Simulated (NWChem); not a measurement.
The numbers come from NWChem runs, not from measurements. System: H$_{6}$PSi$_{2}$, charge 0, spin multiplicity 2, at a geometry optimised with UPBE0/def2-SVP. The structure started from a generated list of species. Its SCF solution wasn't tested for a lower state. Level: UMP2/def2-TZVP, 15 core orbitals frozen.

Input file:

```
start mol
memory heap 200 mb stack 900 mb global 1100 mb
geometry units angstroms nocenter noautoz
  Si    -0.022580     1.661098     0.427292
  P      0.000000     0.000000    -1.106722
  Si     0.022580    -1.661098     0.427292
  H      0.272958     2.961551    -0.243844
  H     -1.380275     1.732998     1.053762
  H      0.986826     1.427913     1.508412
  H      1.380275    -1.732998     1.053762
  H     -0.272958    -2.961551    -0.243844
  H     -0.986826    -1.427913     1.508412
  symmetry group C2
end
basis spherical
  * library def2-tzvp
end
scf
  uhf
  nopen 1
  maxiter 100
  thresh 1e-7
  semidirect memsize 60000000 filesize 0
  # guess.movecs holds the orbitals of an unrestricted PBE0 run
  vectors input guess.movecs output mol.movecs
end
mp2
  freeze core 15
end
task mp2 energy
```

Part of the output:

```
             Northwest Computational Chemistry Package (NWChem) 7.3.0
             --------------------------------------------------------

                                NWChem Input Module
                                -------------------

 Scaling coordinates for geometry "geometry" by  1.889725989
 (inverse scale =  0.529177249)

 Turning off AUTOSYM since
 SYMMETRY directive was detected!

                             Geometry "geometry" -> ""
                             -------------------------

 Output coordinates in angstroms (scale by  1.889725989 to convert to a.u.)

  No.       Tag          Charge          X              Y              Z
 ---- ---------------- ---------- -------------- -------------- --------------
    1 Si                  14.0000    -0.02258000     1.66109800     0.42729200
    2 P                   15.0000     0.00000000     0.00000000    -1.10672200
    3 Si                  14.0000     0.02258000    -1.66109800     0.42729200
    4 H                    1.0000     0.27295800     2.96155100    -0.24384400
    5 H                    1.0000    -1.38027500     1.73299800     1.05376200
    6 H                    1.0000     0.98682600     1.42791300     1.50841200
    7 H                    1.0000     1.38027500    -1.73299800     1.05376200
    8 H                    1.0000    -0.27295800    -2.96155100    -0.24384400
    9 H                    1.0000    -0.98682600    -1.42791300     1.50841200

 Effective nuclear repulsion energy (a.u.)     188.4506473778

            Nuclear Dipole moment (a.u.)
            ----------------------------
        X                 Y               Z
 ---------------- ---------------- ----------------
     0.0000000000     0.0000000000     0.0000113384

      Symmetry information
      --------------------

 Group name             C2
 Group number              4
 Group order               2
 No. of unique centers     5

      Symmetry unique atoms

     1    2    4    5    6


 Summary of "ao basis" -> "" (spherical)
 ------------------------------------------------------------------------------
       Tag                 Description            Shells   Functions and Types
 ---------------- ------------------------------  ------  ---------------------
 *                         def2-tzvp                  on all atoms

 Summary of "ao basis" -> "ao basis" (spherical)
 ------------------------------------------------------------------------------
       Tag                 Description            Shells   Functions and Types
 ---------------- ------------------------------  ------  ---------------------
 Si                        def2-tzvp                13       37   5s5p2d1f
 P                         def2-tzvp                13       37   5s5p2d1f
 H                         def2-tzvp                 4        6   3s1p

                                 NWChem SCF Module
                                 -----------------

  ao basis        = "ao basis"
  functions       =   147
  atoms           =     9
  alpha electrons =    25
  beta  electrons =    24
  charge          =   0.00
  wavefunction    = UHF
  use symmetry    = T
  symmetry adapt  = T

 Summary of "ao basis" -> "ao basis" (spherical)
 ------------------------------------------------------------------------------
       Tag                 Description            Shells   Functions and Types
 ---------------- ------------------------------  ------  ---------------------
 Si                        def2-tzvp                13       37   5s5p2d1f
[...]
    3 Si  14     6.90   1.00  0.29  0.70  0.41  0.22  2.06  0.86  0.26  0.76  0.18  0.06  0.09  0.01
    4 H    1     0.52   0.12  0.28  0.12  0.00
    5 H    1     0.51   0.12  0.27  0.11  0.00
    6 H    1     0.51   0.12  0.28  0.11  0.00
    7 H    1     0.51   0.12  0.27  0.11  0.00
    8 H    1     0.52   0.12  0.28  0.12  0.00
    9 H    1     0.51   0.12  0.28  0.11  0.00

   Mulliken analysis of the spin density
   -------------------------------------

    Atom       Charge   Shell Charges
 -----------   ------   -------------------------------------------------------
    1 Si  14    -0.04  -0.00 -0.00  0.00 -0.01 -0.01 -0.00  0.00 -0.01 -0.03 -0.01  0.01  0.02  0.00
    2 P   15     1.02   0.00  0.00 -0.00  0.01  0.03  0.03 -0.02  0.13  0.53  0.30  0.00  0.01 -0.00
    3 Si  14    -0.04  -0.00 -0.00  0.00 -0.01 -0.01 -0.00  0.00 -0.01 -0.03 -0.01  0.01  0.02  0.00
    4 H    1    -0.00  -0.00 -0.00 -0.00  0.00
    5 H    1     0.02   0.00  0.01  0.00 -0.00
    6 H    1     0.01   0.00  0.01  0.00 -0.00
    7 H    1     0.02   0.00  0.01  0.00 -0.00
    8 H    1    -0.00  -0.00 -0.00 -0.00  0.00
    9 H    1     0.01   0.00  0.01  0.00 -0.00

       Multipole analysis of the density wrt the origin
       ------------------------------------------------

     L   x y z        total         alpha         beta         nuclear
     -   - - -        -----         -----         ----         -------
     0   0 0 0     -0.000000    -25.000000    -24.000000     49.000000

     1   1 0 0      0.000000      0.000000      0.000000      0.000000
     1   0 1 0      0.000000      0.000000      0.000000      0.000000
     1   0 0 1      0.236601      0.988104     -0.751514      0.000011

     2   2 0 0    -33.139983    -29.313091    -24.972083     21.145191
     2   1 1 0      0.040022      2.611131      2.425806     -4.996915
     2   1 0 1     -0.000000     -0.000000     -0.000000      0.000000
     2   0 2 0    -33.141569   -204.461705   -203.230615    374.550751
     2   0 1 1      0.000000      0.000000     -0.000000      0.000000
     2   0 0 2    -35.299203    -74.267722    -69.502783    108.471302

                   NWChem MP2 Semi-direct Energy/Gradient Module
                   ---------------------------------------------

  Basis functions       =    147
  Molecular orbitals    =    147
  Frozen core           =     15
  Frozen virtuals       =      0
  Active alpha occupied =     10
  Active beta occupied  =      9
  Active alpha virtual  =    122
  Active beta virtual   =    123
  Use MO symmetry       = T
  Use skeleton AO sym   = T

  AO/Fock/Back tols     =   1.0D-09  1.0D-09  1.0D-09

 GA uses MA = F    GA memory limited = T

 Available:
  local mem=  1.26D+08
 global mem=  1.44D+08
 local disk=  0.00D+00
  mp2_memr nvloc                   122
  nvloc new                   122
   1 passes of  10:        5242880                     105057                  42860944.
   1 passes of  10: M    126150433           G      144135982           F     120907553.

 Semi-direct pass number   1 of   1  for UHF alpha       at       18.6s
  vrange nnbf                 10324
  mp2_eaftype                   163  avail_ma_in_mb                  1099
 EAF : mp2_eaftype filesize         163   21430472.
  mp2_eaf for mointskh                    163
Node 0 wrote    100.8 Mb in      0.1 s     Agg I/O rate:  1050.8 Mb/s
 Done moints_semi at       35.3s
  mp2_eaftype                   163  avail_ma_in_mb                   936
 EAF : mp2_eaftype filesize         163   21430472.
  mp2_eaf for kh                   163
 Done maket at       36.1s
 Done multipass loop at       36.1s

 GA uses MA = F    GA memory limited = T

 Available:
  local mem=  1.26D+08
 global mem=  1.44D+08
 local disk=  0.00D+00
  mp2_memr nvloc                   123
  nvloc new                   123
   1 passes of   9:        5242880                      99410                  38894463.
   1 passes of   9: M    126150433           G      144135982           F     120907553.

 Semi-direct pass number   1 of   1  for UHF beta        at       36.2s
  vrange nnbf                 10324
  mp2_eaftype                   148  avail_ma_in_mb                  1099
 EAF : mp2_eaftype filesize         148   19447232.
  mp2_eaf for mointskh                    148
Node 0 wrote     91.4 Mb in      0.0 s     Agg I/O rate:  1859.3 Mb/s
 Done moints_semi at       52.9s
  mp2_eaftype                   148  avail_ma_in_mb                   951
 EAF : mp2_eaftype filesize         148   19447232.
  mp2_eaf for kh                   148
 Done maket at       53.3s
 Done multipass loop at       53.3s

          -------------------------------------------
          SCF energy                -922.113961265756
          Correlation energy          -0.362439777849
          Singlet pairs                0.000000000000
          Triplet pairs                0.000000000000
          Total MP2 energy          -922.476401043604
          -------------------------------------------

          ---------------------------------------------------
                    Spin Component Scaled (SCS) MP2
          Same spin pairs                     -0.063216839340
          Same spin scaling factor             0.333333333333
          Opposite spin pairs                 -0.299222938509
          Opposite spin scaling fact.          1.200000000000
          SCS-MP2 correlation energy          -0.380139805991
          Total SCS-MP2 energy              -922.494101071746
          ---------------------------------------------------

 -----------------------
 Performance information
 -----------------------

 Timer overhead =  2.22D-07 seconds/call

               Nr. of calls         CPU time (s)                 Wall time (s)                GFlops
             ---------------    -------------------     ------------------------------   -------------------
Name         Min   Avg   Max    Min     Avg     Max     Min     Avg     Max   Mx/calls   Min     Max     Sum
mp2: moin     2     2     2    33.     33.     33.      33.     33.     33.     17.      0.0     0.0     0.0
mp2: make     2     2     2    1.2     1.2     1.2      1.2     1.2     1.2    0.61      0.0     0.0     0.0
mp2: tota     1     1     1    35.     35.     35.      35.     35.     35.     35.      0.0     0.0     0.0

 The average no. of pstat calls per process was 5.00D+00
 with a timing overhead of 1.11D-06s

 Task  times  cpu:       53.3s     wall:       53.3s

 Total times  cpu:       53.3s     wall:       53.3s
```
